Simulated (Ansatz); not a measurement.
F3OSi, SMILES [O][Si](F)(F)F, multiplicity 2.

Coordinates come from a B3LYP-D3(BJ)/def2-SVP optimisation. The isomer is the one that the SMILES or the coordinates give; other isomers of the formula were not compared.

Two levels are set side by side: PBE/def2-SVPD (Ansatz, a first-principles code) and PBE0/def2-SVPD (Ansatz). Energy differences of separate SCF runs at the same geometry; the states with an electron removed or added have multiplicity 3 and 1. Differences are taken from unrounded values.

```csv
quantity,PBE0,PBE,PBE minus PBE0
vertical ionisation energy (eV),13.68,13.07,-0.60
vertical electron affinity (eV),3.74,3.94,0.19
```
